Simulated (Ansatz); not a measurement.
Relaxation of Cl$_{3}$H$_{3}$OSi$_{2}$ (9 atoms, charge 0, multiplicity 1), to a largest force component of 0.02 eV/Å in at most 40 steps.

All numbers below come from RKS PBE0/STO-3G (Ansatz).

```xyz
9
Properties=species:S:1:pos:R:3:forces:R:3
Si 0.000 0.000 0.000 -0.02 -0.04 1.27
O 0.000 0.000 1.680 1.17 0.23 -2.03
Si -1.315 -0.407 2.644 -1.40 -0.40 0.67
H -2.239 -1.240 1.880 0.17 0.20 0.25
H -0.851 -1.143 3.816 0.11 0.25 -0.39
H -1.999 0.809 3.073 0.24 -0.23 -0.14
Cl 2.009 0.000 -0.709 -0.91 0.03 0.37
Cl -1.003 1.738 -0.709 0.32 -0.53 0.07
Cl -1.003 -1.738 -0.709 0.32 0.49 -0.06
```

Problem. Where does it end, and by what steps?

Solution. The run converged. The force dipped under the threshold on the way, but the program's further checks kept it going. Limits of this set-up: minimal basis. After 14 steps the energy has fallen by 0.176 eV; H6 moved furthest, 0.39 Å.

| step | energy less start (eV) | largest force component (eV/Å) | accepted |
| --- | --- | --- | --- |
| 0 | 0.0000 | 2.032 | yes |
| 1 | -0.1329 | 1.159 | yes |
| 2 | -0.1551 | 0.203 | yes |
| 3 | -0.1579 | 0.153 | yes |
| 4 | -0.1706 | 0.084 | yes |
| 5 | -0.1737 | 0.075 | yes |
| 6 | -0.1736 | 0.116 | no |
| 7 | -0.1747 | 0.007 | yes |
| 8 | -0.1748 | 0.060 | yes |
| 9 | -0.1749 | 0.039 | yes |
| 10 | -0.1754 | 0.005 | yes |
| 11 | -0.1756 | 0.008 | yes |
| 12 | -0.1757 | 0.049 | yes |
| 13 | -0.1759 | 0.022 | yes |
| 14 | -0.1759 | 0.010 | yes |

```xyz
9
Properties=species:S:1:pos:R:3
Si -0.017 -0.045 0.026
O 0.036 -0.331 1.631
Si -1.339 -0.440 2.646
H -2.232 -1.465 2.150
H -0.813 -0.788 3.944
H -2.015 0.839 2.681
Cl 1.961 0.029 -0.636
Cl -0.956 1.776 -0.446
Cl -1.028 -1.555 -1.031
```

Whether the end is a true minimum wasn't checked by a vibrational analysis.

Time of the run: 53 s on 1 thread of Arm Neoverse V1 (shared host), peak memory 0.13 GiB.
